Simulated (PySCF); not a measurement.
A structure optimised at PBE0-D3(BJ)/def2-SVP, used in a PySCF frequency run:

```xyz
11

B      0.3002    -0.4197     0.7300
F      0.8055    -1.3221     1.5493
Cl     1.2523     1.0388     0.4149
O     -0.8943    -0.6418     0.1839
C     -1.5388     0.2142    -0.7450
C     -1.1149    -0.1000    -2.1607
H     -2.6188     0.0514    -0.6137
H     -1.3212     1.2657    -0.4958
H     -1.3081    -1.1560    -2.4004
H     -1.6739     0.5250    -2.8730
H     -0.0420     0.1005    -2.3002
```
Charge 0, spin multiplicity 1.

Q: Write its SMILES and formula.

A: CCOB(F)Cl, C₂H₅BClFO

Q: What are its rotational constants (standard atomic weights)?

A: 3.9346, 2.0096, 1.4776 GHz
